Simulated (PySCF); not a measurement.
# Orbital picture of BeAs

PBE0 at R = 2.189 Å; Be 6-31G(d,p), As 6-31G(d,p); no relativity (PySCF 2.14). State: ⁴Σ⁻ (quartet), unpaired electrons σ ↑, π ↑↑. Only the outer orbitals are listed, counted within each symmetry.

```tsv
spin	orbital	occ.	ε (eV)	on Be (%)	main shells (%)
α	8σ	1	-16.74	5	94 As s
α	9σ	1	-8.42	41	54 As p, 39 Be s
α	4π	1	-7.15	8	92 As p
α	4π	1	-7.15	8	92 As p
α	10σ	1	-5.48	81	40 Be p, 40 Be s, 18 As p
α	5π	0	-0.96	92	92 Be p
α	5π	0	-0.96	92	92 Be p
α	11σ	0	2.18	89	67 Be p, 30 As p, 22 Be s
β	8σ	1	-14.53	11	89 As s
β	9σ	1	-7.34	35	58 As p, 29 Be s
β	4π	0	-3.28	17	83 As p, 16 Be p
β	4π	0	-3.28	17	83 As p, 16 Be p
β	10σ	0	-1.53	88	66 Be s, 22 Be p, 12 As p
```

Problem. Which are the highest filled and the lowest empty level, where do they sit, and how wide is the gap?

Solution. Highest filled α 10σ at -5.48 eV (in %: 40 Be p, 40 Be s, 18 As p); lowest empty β 4π at -3.28 eV (in %: 83 As p, 16 Be p); the gap at PBE0 is 2.20 eV.

The bond order (Mayer) is 1.19. The ⟨S²⟩ is 3.755. The charge on Be (Mulliken, basis-dependent) is 0.11 and the charge on Be (Löwdin, basis-dependent) is -0.04. The dipole moment (positive dipole means Be(−)As(+)) is -0.45 D, the polarisability along the bond is 71.4 bohr³ and the polarisability across the bond is 38.5 bohr³.

Spin–orbit coupling is left out. The state is the lowest determinant that a PBE0 search found; another state may lie lower at other levels.
